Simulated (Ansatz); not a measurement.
`C=CCBr` + `[SiH3]S` → `C=CS[SiH3]` + `CBr` at 400 K and 1 bar (substitution at a C–C bond).

Program: Ansatz. Geometries: PBE0-D4/def2-TZVP. ΔE: electronic, gas phase. CBS: MP2 limit from def2 TZ/QZ plus the TZ coupled-cluster correction, frozen cores. For Br outer-core shells are correlated without core-valence functions, which leaves a few kJ/mol of doubt a bond. Scalar relativity is left out up to krypton. Each species was taken in one conformer, which may not be the lowest.

| species | CCSD(T)/CBS energy (Eh) | H − E (kJ/mol) | S (J/(mol·K)) |
| --- | --- | --- | --- |
| `C=CCBr` | -2690.46304 | 210.6 | 332.8 |
| `[SiH3]S` | -689.27336 | 109.8 | 293.0 |
| `C=CS[SiH3]` | -766.55636 | 211.1 | 365.2 |
| `CBr` | -2613.17401 | 113.0 | 259.0 |

H − E and S are ideal-gas, rigid-rotor, harmonic terms from PBE0-D4/def2-TZVP, for one conformer and one mirror image of each species. 1 Eh = 2625.50 kJ/mol, R = 8.31446 J/(mol·K).

By hand: ΔE, ΔH, ΔS and ΔG.

ΔE = (-766.55636) + (-2613.17401) − (-2690.46304) − (-689.27336) = 0.00603 Eh = 15.8 kJ/mol. Δ(H − E) = 211.1 + 113.0 − 210.6 − 109.8 = 3.7, so ΔH = 19.5 kJ/mol. ΔS = 365.2 + 259.0 − 332.8 − 293.0 = -1.6 J/(mol·K). ΔG = 19.5 − 400 × (-1.6)/1000 = 20.1 kJ/mol.

By hand: the equilibrium constant, and the temperature at which ΔG would vanish if ΔH and ΔS stayed fixed.

log₁₀ K = −ΔG/(RT ln 10) = -2.6. ΔH and −TΔS have one sign here, so there is no such temperature. One of them is within its doubt of zero, so this could turn.

The number of gas molecules stays the same, so ΔS is small and ΔH decides. A doubt of 5 kJ/mol in ΔE shifts log₁₀ K by 0.7 here. Other conformers and mirror images would add mixing entropy, several J/(mol·K) or more a flexible species. Modes under 60 cm⁻¹, often nearly free rotors, make the harmonic entropy too high. These are equilibria of isolated gas molecules and say nothing of rates. Largest T1 diagnostic: 0.012 (customary marks: 0.02 for closed shells, 0.045 for open ones).
